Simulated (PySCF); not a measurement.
Numbering as in the mapped SMILES `[CH:1]#[C:2][C@H:3]([SiH3:4])/[N:5]=[C:6](/[CH3:7])[CH:8]=[CH2:9]`; H(Xn) means a hydrogen on atom n. Ha(C9) is cis to C6; Hb(C9) is trans to C6.

PySCF 2.14.0 with density-fitted response routines calculation with σ from GIAO-PBE0/pcSseg-1 and geometry from GFN2-xTB; in vacuum, one averaged value for each set of equivalent atoms, a single conformation, relativity neglected.

Scale: $^{13}$C, $^{1}$H, $^{29}$Si vs TMS; $^{15}$N against NH3 (reference shieldings calculated alike).

| atoms | nucleus | count | Hirshfeld charge | δ (ppm) |
| --- | --- | --- | --- | --- |
| C9 | $^{13}$C | 1 | -0.07 | 129.5 |
| C7 | $^{13}$C | 1 | -0.12 | 27.3 |
| Hb(C9) | $^{1}$H | 1 | 0.05 | 5.91 |
| H(C8) | $^{1}$H | 1 | 0.04 | 6.77 |
| Si4 | $^{29}$Si | 1 | 0.32 | -61.6 |
| C3 | $^{13}$C | 1 | -0.06 | ? |
| H(C1) | $^{1}$H | 1 | 0.09 | 1.82 |
| H(C7) | $^{1}$H | 3 | 0.05 | 2.29 |
| H(C3) | $^{1}$H | 1 | 0.04 | ? |
| N5 | $^{15}$N | 1 | -0.14 | ? |
| Ha(C9) | $^{1}$H | 1 | 0.05 | 5.91 |
| C8 | $^{13}$C | 1 | -0.05 | 130.7 |
| C2 | $^{13}$C | 1 | -0.05 | 88.4 |
| H(Si4) | $^{1}$H | 3 | -0.07 | 3.89 |
| C1 | $^{13}$C | 1 | -0.12 | ? |
| C6 | $^{13}$C | 1 | 0.09 | ? |

Fill in the missing shifts.

## Answers


- C6: 163.9 ppm, C=N carbon
- C1: 76.9 ppm, terminal alkyne carbon; the triple bond shields along its axis, which puts it between sp3 and sp2 carbons
- C3: 41.2 ppm, propargylic sp3 CH bonded to N and Si; pulled downfield by the heteroatom
- H(C3): 4.89 ppm, hydrogen on a propargylic sp3 CH bonded to N and Si; its carbon carries N, an electronegative neighbour
- N5: 373.5 ppm, imine nitrogen

Shifts are as computed. Against solution values, carbons near 30 ppm lie about +3 ppm off and those near 130 ppm about +5 ppm. Of 1211 compounds with measured shifts, 218 miss one by over three times the rms of a fit or turn the order of signals round; such compounds aren't used in these exercises. Experimental scales use liquid or dissolved standards, which lie at an offset from isolated NH3 (liquid NH3: subtract about 20 ppm). Unscaled 15N shifts of sp2 nitrogen come out 20 to 40 ppm too high even then.
